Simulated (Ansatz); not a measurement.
Mulliken charges of `B[Si](O)(F)Cl` from ωB97M-V/def2-TZVPP in Ansatz (PBE0-D4/def2-TZVP geometry).

```csv
atom,x (Å),y (Å),z (Å),charge (e)
B1,-1.035,1.091,-0.158,-0.202
Si2,0.321,-0.370,-0.184,0.680
O3,0.403,-1.161,1.232,-0.360
F4,0.128,-1.436,-1.354,-0.294
Cl5,2.092,0.590,-0.607,-0.214
H6,-1.596,1.419,-1.158,0.104
H7,-1.234,1.705,0.845,0.103
H8,1.013,-1.895,1.329,0.183
```

Q: By hand: the dipole of these point charges (1 e Å = 4.8032 D).

A: Σ q r = (-0.311, 0.218, 0.201) e Å, of length 0.430 e Å = 2.07 D.

Q: How does the dipole of the full density compare? (An estimate is asked.)

A: Computed: (-0.077, -0.092, 0.183) e Å, 1.05 D; the point charges give 1.97 times that, at 64° from its direction.

Point charges leave out the atoms' own dipoles, such as those of lone pairs, and Mulliken's split depends on the basis, so the two needn't agree.
